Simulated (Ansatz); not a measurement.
Harmonic frequencies (cm⁻¹) at PBE0-D4/def2-TZVP from Ansatz: 42, 265, 470, 690, 976, 1005, 1090, 1329, 1431, 1792, 2662, 2860.

Each molecule was computed in one conformer, which needn't be the lowest.

Q: Which molecule is it?
A. `FC1BO1`
B. `FB1CO1`
C. `NC1=CC1`
D. `O=CBF`

A: D.
